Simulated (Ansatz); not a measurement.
`[CH3][SnH]([Cl])[O][SiH3]` + H₂O → `[CH3][SnH]([OH])[Cl]` + `O[SiH3]`  (formal hydrolysis of the Sn–O bond)

Gas-phase electronic energies from Ansatz, PBE0-D4/def2-TZVP geometries. CCSD(T)/CBS adds triple-zeta CCSD(T) − MP2 to the extrapolated MP2 energy (def2 sets, frozen cores). This one scheme is used for every species. Functionals use def2-TZVPP. def2 core potentials past Kr. For Sn outer-core shells are correlated without core-valence functions, which leaves a few kJ/mol of doubt a bond. Each species was taken in one conformer, which may not be the lowest.

```json
{"species": "`[CH3][SnH]([Cl])[O][SiH3]`", "ωB97M-V energy (Eh)": "-1081.56227"}
{"species": "H₂O", "ωB97M-V energy (Eh)": "-76.43342"}
{"species": "`[CH3][SnH]([OH])[Cl]`", "ωB97M-V energy (Eh)": "-790.84665"}
{"species": "`O[SiH3]`", "ωB97M-V energy (Eh)": "-367.14241"}
```

(1) Work out ΔE.

Largest T1 diagnostic among the species: 0.012.

## Answers

(1) ΔE = (-790.84665) + (-367.14241) − (-1081.56227) − (-76.43342) = 0.00663 Eh = +17.4 kJ/mol. CCSD(T)/CBS gives +23.6 kJ/mol.

The D4 term adds +8.6 kJ/mol with B3LYP and +5.1 kJ/mol with PBE0; it sums over pairs of atoms, weighted by their polarisabilities, and B3LYP, whose exchange is more repulsive, gets the larger term. From PBE to PBE0 (25 % exact exchange), in def2-TZVPP and without D4, ΔE moves by +4.1 kJ/mol.

B3LYP here is the variant with VWN-RPA as its local correlation; programs differ in this.
